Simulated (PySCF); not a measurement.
A calculated (M06-2X, PySCF 2.14, x2c-SVPall, the spin-free X2C one-electron Hamiltonian (Gaussian nucleus)) atom or ion has these occupied shells.

```csv
shell,electrons,orbital energy (eV),"rms radius, mean of both spins (bohr)"
1s α,1,-12646.8,0.0508
1s β,1,-12646.7,0.0508
2s α,1,-1683.8,0.212
2s β,1,-1683.7,0.212
2p α,3,-1488.2,0.189
2p β,3,-1488.0,0.189
3s α,1,-266.05,0.615
3s β,1,-265.89,0.615
3p α,3,-203.96,0.636
3p β,3,-203.76,0.636
3d α,5,-99.368,0.693
3d β,5,-99.255,0.693
4s α,1,-52.454,1.78
4s β,1,-50.052,1.78
4p α,1,-39.710,2.03
```

Name the element and its charge.

Se(3+) (selenium, charge +3), in [Ar] 3d10 4s2 4p1, 2P determinant.
